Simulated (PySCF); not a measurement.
These are PBE-D3(BJ)/def2-TZVP // B3LYP-D3(BJ)/def2-SVP (PySCF) values and carry that method's errors. All species are isolated molecules in the gas phase. One relaxed conformer stands for a flexible species; it need not be the lowest. 

Reference species (SMILES): `c1(C=C)ccc(c(c1)S)[SiH3]` (C–C–C–C torsion 1°, C–C–S–H torsion -147°) (neutral, multiplicity 1).

```
Item             Result
-------------  --------
HOMO           -5.59 eV
LUMO           -2.37 eV
HOMO–LUMO gap   3.22 eV
```

After one change: the HOMO goes up by 0.28 eV; the LUMO rises by 0.15 eV; the HOMO–LUMO gap falls by 0.13 eV.

Question: Name the change that produced these shifts. The new species is one of these.
(A) `C=Cc1ccc([SiH3])cc1S` (C–C–C–C torsion 32°, C–C–S–H torsion 44°)
(B) `C=C(S)c1cccc([SiH3])c1` (C–C–S–H torsion 11°, S–C–C–C torsion 39°)
(C) `C=C(S)c1ccccc1[SiH3]` (C–C–S–H torsion 8°, S–C–C–C torsion 60°)
(D) `C=Cc1ccc(S)cc1[SiH3]` (C–C–C–C torsion 16°, C–C–S–H torsion -2°)

Answer: D, `C=Cc1ccc(S)cc1[SiH3]` (C–C–C–C torsion 16°, C–C–S–H torsion -2°)
